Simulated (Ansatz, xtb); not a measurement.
**CH5SiTe+: where a starting geometry ends**

The starting geometry of this gas-phase singlet was built from a drawn formula by distance geometry and a force field; its bonds are those of `[SiH2+]C[TeH]`.

```xyz
8

C    -0.2838   -0.3615    0.6084
Si   -0.2144    0.0012    2.5190
Te    1.6543   -0.8196   -0.0988
H    -0.6596    1.2640    3.0164
H     0.3078   -1.0527    3.3652
H    -0.7003    0.5248    0.1105
H    -0.9220   -1.2190    0.4688
H     2.1555    0.7984    0.2881
```

Q: Predict what becomes of its bonds when it is optimised with r2SCAN-D4/def2-SVP.

A: It rearranges to `C1[SiH2][TeH+]1`. Contacts that close: Si2–Te3 (3.32 → 2.60 Å).

The energy falls by 1.24 eV over 11 steps:

```json
{"step": "1", "E − E(last) (eV)": "1.244"}
{"step": "2", "E − E(last) (eV)": "0.812"}
{"step": "3", "E − E(last) (eV)": "0.484"}
{"step": "4", "E − E(last) (eV)": "0.208"}
{"step": "5", "E − E(last) (eV)": "0.056"}
{"step": "7", "E − E(last) (eV)": "0.003"}
{"step": "8", "E − E(last) (eV)": "0.000"}
{"step": "9", "E − E(last) (eV)": "0.000"}
{"step": "10", "E − E(last) (eV)": "0.000"}
{"step": "11", "E − E(last) (eV)": "0.000"}
```

Final geometry (Å):

```csv
atom,x (Å),y (Å),z (Å)
C,-0.5116,-0.3946,0.6302
Si,-0.0110,-0.0868,2.3779
Te,1.7300,-0.5806,0.5157
H,0.1004,1.3080,2.8495
H,-0.0777,-1.2167,3.3260
H,-0.8517,0.4176,-0.0255
H,-0.9392,-1.3697,0.3581
H,1.8981,1.0583,0.2457
```

From the same start GFN2-xTB reaches the same bonding as this run.

The end wasn't checked by frequencies. Atoms past krypton carry core potentials, without spin–orbit terms. Run with Ansatz 0.2.0, 18 s on 2 threads of Intel(R) Xeon(R) Processor @ 2.70GHz (shared host).
